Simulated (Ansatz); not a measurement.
Job for Ansatz (a quantum-chemistry and plane-wave program): R-RI-MP2/def2-TZVPPD on GeH4 (SMILES [GeH4]) with ghost functions. Files ending in .json are basis or fitting sets from the Basis Set Exchange. The run froze 14 orbitals, filled d shells among them.

Ansatz 0.2 input:
```yaml
crystal:
  periodic: [false, false, false]
  atoms:
    - {symbol: Ge, position_ang: [0.01233141, 0.13777355, 0.04474913]}
    - {symbol: H, position_ang: [-1.31819227, 0.71739864, -0.45656267]}
    - {symbol: H, position_ang: [0.68985238, 1.14778768, 0.98215662]}
    - {symbol: H, position_ang: [0.93404062, -0.14895454, -1.15010930]}
    - {symbol: H, position_ang: [-0.25299990, -1.16594684, 0.81128662]}
basis:
  gaussian:
    orbitals: def2-TZVPPD.json
    fitting: {mean_field: def2-universal-JKFIT, correlation: def2-TZVPPD-RIFIT.json}
    ghost_atoms:
      - {symbol: Si, position_ang: [1.16315445, -0.03481229, 4.12383303]}
      - {symbol: Si, position_ang: [-1.17685641, -0.13775131, 4.00677915]}
      - {symbol: H, position_ang: [1.62112904, 1.37322096, 4.04177714]}
      - {symbol: H, position_ang: [1.78409950, -0.80305550, 3.01928667]}
      - {symbol: H, position_ang: [1.62256984, -0.60785281, 5.41317455]}
      - {symbol: H, position_ang: [-1.76690265, 0.47809161, 5.22074761]}
      - {symbol: H, position_ang: [-1.62824115, -1.54782940, 3.92322964]}
      - {symbol: H, position_ang: [-1.68387835, 0.59194148, 2.82013200]}
magnetization: {spin_polarized: false}
correlation: {method: mp2, electrons: outside_noble_gas}
scf: {lower_state_search: off}
```

Program output:

```
WARN ansatz: RAYON_NUM_THREADS=1 ignored (pool sized by the plan → 1); use --threads N
Functional definition: HF
these checks for a lower state are left out or cut short: stability, starts, cluster_reference, orbital_swaps, neighbouring_geometries, increment
integrals: 0.44 GiB planned
702 factors; integrals over basis functions are off by at most 1.1e0 eV
mean field: 0.73 GiB planned
mean field evaluation 1: about -56536.0010 eV, gradient 1.0e1 eV
mean field evaluation 2: about -56536.4896 eV, gradient 4.1e0 eV
mean field evaluation 4: about -56536.5434 eV, gradient 1.8e-1 eV
mean field evaluation 8: about -56536.5437 eV, gradient 1.9e-6 eV
mean field -56536.54367791 eV, -2077.6796583175 hartree, gradient 1.9e-6 eV, S^2 0.000000; 0 other end points of the search recorded, 0 dependent functions left out
14 core orbitals not correlated
843 factors; their error is unknown
reference -56536.54367791 eV, -2077.6796583175 hartree; 4, 4 occupied and 302, 302 virtual orbitals, 843 factors
second order -3.79559359 eV of doubles, -0.00000000 eV of singles
Total energy: -56540.33927150 eV, -2077.8191438092 hartree
Checks for a lower state left out: stability, starts, cluster_reference, orbital_swaps, neighbouring_geometries, increment
```

The run converged.

Cost: about 4 core-seconds (a rough figure).
